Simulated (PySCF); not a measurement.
**Radial density of Cl⁺ (chlorine, charge +1)**

UHF, [Ne] 3s1 3p5, high-spin 3P determinant (an excited configuration). All numbers are calculated (PySCF 2.14, scalar relativity by spin-free X2C-1e, in aug-cc-pCVTZ-DK with one added diffuse shell each of s, p, d, f type (9s8p6d4f, 91 functions)).

```csv
r (bohr),4πr²ρ (e/bohr),4πr²(ρα − ρβ)
0.00190,0.1651,0.0007
0.00319,0.4261,0.0017
0.00537,1.076,0.0044
0.00903,2.601,0.0106
0.0152,5.815,0.0234
0.0255,11.37,0.0448
0.0430,17.72,0.0657
0.0723,19.24,0.0647
0.122,14.29,0.0892
0.204,15.33,0.2973
0.344,19.11,0.3144
0.579,8.565,-0.0072
0.973,3.520,1.1915
1.64,3.692,1.3209
2.75,0.8076,0.1295
4.63,0.02643,-0.0053
```

Densities and radii are taken from the X2C orbitals without a picture-change correction, which distorts them close to the nucleus.

Problem. Where is the radial spin density 4πr²(ρα − ρβ) most negative, and why is it negative at all?

Solution. Around r = 0.579 bohr, down to -0.0072 e/bohr: exchange with the open shell polarises the paired shells in an unrestricted calculation.
